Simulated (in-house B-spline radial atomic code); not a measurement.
**RPA and G0W0 on r2SCAN0: the lutetium ion Lu³⁺**

Configuration [Xe] 4f14, mean-field start r2SCAN0. Computed with a B-spline radial code for spherical atoms: all electrons, scalar-relativistic (spin-free one-electron X2C), finite nucleus, each spin shell either full or empty, empty states to l = 9 with an (l + 1/2)⁻⁴ tail; G0W0 by contour deformation at full frequency.

Without the two-electron picture change, the correlation of inner shells comes somewhat too large for so heavy an element.

Command:
```bash
python run_gw.py task.json out
```
Settings (radii: box in bohr, nucleus in fm):
```
Z                        71
electrons                68
configuration            [Xe] 4f14
hamiltonian              x2c
method                   r2scan0
lmax                     9
rms_radius               5.37
spin_polarised           False
box_radius               14.14
intervals                68
```

Time taken, with all properties: 4.2 s on 1 thread of Intel(R) Xeon(R) Platinum 8488C, on a shared host.

Energies (hartree):

```json
{"term": "mean-field total", "value": "-14561.92813"}
{"term": "Hartree-Fock functional on these orbitals", "value": "-14557.02286"}
{"term": "direct second order", "value": "-7.4204"}
{"term": "second-order exchange", "value": "1.8172"}
{"term": "SOSEX correction", "value": "1.6655"}
```

(1) What is the RPA correlation energy, and what remains with SOSEX?

Quasi-particle levels (eV):

| level | occupied | mean field | Σx - vxc | Σc | QP weight | G0W0 |
| --- | --- | --- | --- | --- | --- | --- |
| 4f | yes | -39.57 | -10.37 | ? | ? | ? |
| 5p | yes | -60.75 | -4.61 | -0.53 | 0.921 | -65.89 |
| 5d | no | -23.128 | 4.58 | -1.43 | 0.973 | -19.986 |

G0W0 = mean field + (Σx - vxc) + Σc, with Σc (partial-wave tail included) taken at the quasi-particle energy. Only the outer levels were computed. Levels of low weight are left out.

(2) Where does G0W0 put 4f?

## Answers

(1) RPA gives -6.2089 hartree (-2.48 eV per electron); RPA + SOSEX gives -4.5434, and the second-order doubles -5.6033 hartree (no singles). RPA lacks exchange-type terms and so overcorrelates at short range.

(2) At -45.67 eV, with Σc = 4.27 eV and a quasi-particle weight of 0.907. The tabulated removal energy is 45.249 ± 0.025 eV (NIST, semi-empirical); the calculation leaves out spin-orbit coupling, Breit and QED terms, and what these don't explain is the method's own error.
